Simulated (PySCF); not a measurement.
**How the method changes the constants of LiGe⁻**

State: ³Σ⁻ (triplet), unpaired electrons π ↑↑. Set-up: Li aug-pcseg-1, Ge aug-pcseg-1; no relativity (PySCF 2.14). De refers to Li + Ge⁻ in their high-spin ground configurations, without counterpoise correction. The functionals are run spin-unrestricted. A positive dipole points towards Ge; it is taken about the centre of mass and depends on that origin. Levels whose curve was spin-contaminated or gave no clean fit are not listed.

```csv
Level,Re (Å),ωe (cm⁻¹),De (eV),μ (D)
ROHF,2.668,280,n/a,1.32
ROHF-MP2,2.603,343,0.71,n/a
ROHF-SCS-MP2,2.629,325,0.78,n/a
ROHF-CCSD,2.702,274,1.04,n/a
ROHF-CCSD(T),2.671,287,1.14,n/a
```

The bond length runs from 2.603 Å (ROHF-MP2) to 2.702 Å (ROHF-CCSD). De spans 0.71 eV (ROHF-MP2, perturbation theory) to 1.14 eV (ROHF-CCSD(T), coupled cluster).

Correlated steps freeze 9 core orbitals. Correlated levels converge slowly with the basis: in double zeta they bind strong bonds too weakly, by up to about 1 eV, and carry superposition errors of some tenths. Spin–orbit coupling is left out. For an ion De counts to the pair picked by the measured ionisation energies or electron affinities, which need not be the lowest pair at this level. The CCSD T1 diagnostic is raised, a sign that a single reference may not be enough here. UHF is strongly spin-contaminated for LiGe⁻, so the ROHF reference used there is far from stable. The state is the lowest determinant that a PBE0 search found; another state may lie lower at other levels.
